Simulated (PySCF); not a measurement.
Species: CH7NOSi3.
SMILES with atom numbers: `[N:1]#[C:2][Si@H:3]([SiH3:4])[O:5][SiH3:6]` (hydrogens: H7 on Si3; H8, H9, H10 on Si4; H11, H12, H13 on Si6)

Computed, not measured: PBE0-D3(BJ)/def2-SVP geometry optimisation, gas phase (PySCF 2.14.0).

What internal coordinates does the optimisation give?

| bond | length (pm) |
| --- | --- |
| N1≡C2 | 116.0 |
| C2–Si3 | 186.9 |
| Si3–Si4 | 234.5 |
| Si3–O5 | 164.9 |
| O5–Si6 | 166.8 |
| Si3–H7 | 148.7 |
| Si4–H8, Si4–H9, Si4–H10 | 149.4 |
| Si6–H11, Si6–H12, Si6–H13 | 149.1 |

Bonds in one row agree within 1 pm and their mean is given. A selection of angles:
| angle | degrees |
| --- | --- |
| N1–C2–Si3 | 177.7 |
| C2–Si3–Si4 | 106.8 |
| C2–Si3–O5 | 108.1 |
| C2–Si3–H7 | 106.2 |
| Si4–Si3–O5 | 111.7 |
| Si4–Si3–H7 | 114.2 |
| O5–Si3–H7 | 109.5 |
| Si3–Si4–H8 | 109.6 |
| H8–Si4–H9 | 109.7 |
| Si3–O5–Si6 | 144.8 |
| O5–Si6–H11 | 107.7 |
| O5–Si6–H12 | 109.7 |
| H11–Si6–H12 | 110.5 |

Torsions: C2–Si3–O5–Si6 44° (synclinal).

Si6 (oxygen-bound silicon) is tetrahedral (angles from 107.7° to 110.5°). Si3 (oxygen-bound silicon) is distorted tetrahedral (angles from 106.2° to 114.2°). Si4 (SiH3 silicon) is tetrahedral (angles from 108.6° to 109.9°).

Point group: C1 (no symmetry element, even within 0.4 Å). No frequency check. The numbers are those of one conformer.
